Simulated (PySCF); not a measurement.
Species: C4H8FNSi2.
Numbering: `[N:1]#[C:2][Si@@H:3]1[SiH2:4][CH2:5][CH2:6][C@H:7]1[F:8]` (hydrogens: H9 on Si3; H10, H11 on Si4; H12, H13 on C5; H14, H15 on C6; H16 on C7)

Computed with PySCF at wB97X-D/def2-SVPD, non-relativistic, on one gas-phase PBE0-D3(BJ)/def2-SVP geometry that isn't relaxed in the solvent. The solvent is an IEF-PCM continuum (van der Waals radii × 1.2). Specific hydrogen bonds and non-electrostatic terms are outside this model.

Gas phase at wB97X-D/def2-SVPD: HOMO -9.85 eV, LUMO 0.85 eV, dipole 3.14 D.

Question: What does the continuum do to the energy, the frontier levels and the dipole at wB97X-D/def2-SVPD in chloroform and dimethylsulfoxide?

Answer: 
```tsv
solvent	ε	E(solvent) − E(gas) (kcal/mol)	polarisation term (kcal/mol)	distortion of the solute (kcal/mol)	HOMO (eV)	LUMO (eV)	dipole (D)
chloroform	4.711	-4.58	-5.22	0.64	-9.63	0.92	3.78
dimethylsulfoxide	46.83	-6.28	-7.48	1.20	-9.57	0.93	3.99
```

The first energy column is the sum of the next two and covers electrostatics alone. From chloroform to dimethylsulfoxide the lowering changes by a factor 1.37, Onsager's factor (ε − 1)/(2ε + 1) by 1.36 and ε itself by 9.9.

Question: Which radius a makes the point-dipole formula ΔE = −[(ε − 1)/(2ε + 1)]·μ²/a³ give the value in dimethylsulfoxide, with the gas-phase dipole?

Answer: μ = 1.236 au and |ΔE| = 0.01001 Eh give a = 2.22 Å; the farthest nucleus lies 3.73 Å from the centroid of the nuclei, so such a sphere wouldn't even hold the nuclei. The formula assumes a rigid point dipole at the centre of a sphere.

Question: How does the static polarisability (wB97X-D/def2-SVPD, frozen core, with the continuum's full static response) change?

Answer: 
```json
{"medium": "gas", "isotropic (au)": "102.9", "principal values (au)": "92.6, 100.0, 116.2", "⟨r²⟩ of the electrons (bohr²)": "1375.1"}
{"medium": "chloroform", "isotropic (au)": "129.4", "principal values (au)": "117.7, 125.4, 145.1", "⟨r²⟩ of the electrons (bohr²)": "1376.6"}
{"medium": "dimethylsulfoxide", "isotropic (au)": "142.7", "principal values (au)": "131.4, 138.0, 158.7", "⟨r²⟩ of the electrons (bohr²)": "1377.2"}
```

The isotropic value in dimethylsulfoxide is 1.39 times the gas-phase one; no cavity-field correction is applied. ⟨r²⟩ is taken about the centre of nuclear charge.

The run took about 70 s of CPU time (one thread, shared machine). This is the whole response run at wB97X-D/def2-SVPD in dimethylsulfoxide, SCF included.

wB97X-D is run here without its empirical dispersion term; that term would change no orbital, density or response property at a fixed geometry.
